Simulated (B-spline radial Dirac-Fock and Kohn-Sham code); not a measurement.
**Kohn-Sham estimates against Dirac-Fock for the levels of Ho⁴⁸⁺**

System: holmium as Ho⁴⁸⁺, 1s2 2s2 2p6 3s2 3p6 3d1.

The density-functional columns are spherical, spin-unpolarised Dirac-Kohn-Sham results without Breit or QED terms: −ε is minus the orbital energy of the initial state and ΔSCF the difference of two total energies. The reference in the last column comes from Dirac-Fock (average of configuration) total-energy differences with a finite nucleus, the Breit interaction including its frequency dependence, and self-energy and vacuum-polarisation corrections. All numbers are from a radial atomic solver, in eV; a selection of levels is shown. The Kohn-Sham columns are given as differences from the reference. For the 1s level of heavy atoms much of the gap between ΔSCF and the reference is the Breit and QED part, -253.2 eV here; for other levels the error of the functional can be larger.

| level | LDA −ε − DF | LDA ΔSCF − DF | Dirac-Fock |
| --- | --- | --- | --- |
| 1s | -290.9 | +240.3 | 58773.4 |
| 2s | -170.0 | -42.2 | 12457.6 |
| 2p1/2 | -128.8 | +25.6 | 12002.3 |
| 2p3/2 | -135.6 | +5.3 | 11140.2 |
| 3s | -76.5 | -22.6 | 4757.3 |
| 3p1/2 | -48.3 | +8.8 | 4570.1 |
| 3p3/2 | -50.5 | +3.7 | 4356.0 |
| 3d | -60.5 | +1.8 | 4101.6 |

Values without a named source are computed, but for edge energies of neutral atoms, which are taken from tables.
